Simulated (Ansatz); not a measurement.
Computed with Ansatz on PBE0-D4/def2-TZVP structures; ΔE is electronic, products minus reactants. CCSD(T)/CBS adds triple-zeta CCSD(T) − MP2 to the extrapolated MP2 energy (def2 sets, frozen cores). This one scheme is used for every species. For Ga outer-core shells are correlated without core-valence functions, which leaves a few kJ/mol of doubt a bond. Scalar relativity is left out up to krypton.

Consider the redistribution: `N#CBCl` + `[SiH3][GaH2]` → `Cl[BH][GaH2]` + `N#C[SiH3]`.

```
       species  MP2/def2-QZVPP energy (Eh)
      `N#CBCl`                  -577.85030
`[SiH3][GaH2]`                 -2215.74931
`Cl[BH][GaH2]`                 -2410.04290
   `N#C[SiH3]`                  -383.54507
```

**Question.** Work out ΔE.

**Answer.** ΔE = (-2410.04290) + (-383.54507) − (-577.85030) − (-2215.74931) = 0.01164 Eh = +7.3 kcal/mol. CCSD(T)/CBS gives +7.3 kcal/mol.

Largest T1 diagnostic among the species: 0.014.

At CCSD(T), def2-SVP lies +3.7 kcal/mol from the extrapolated value and def2-TZVPP +0.8 kcal/mol. From BLYP to BHLYP (50 % exact exchange), in def2-TZVPP and without D4, ΔE moves by −1.1 kcal/mol.
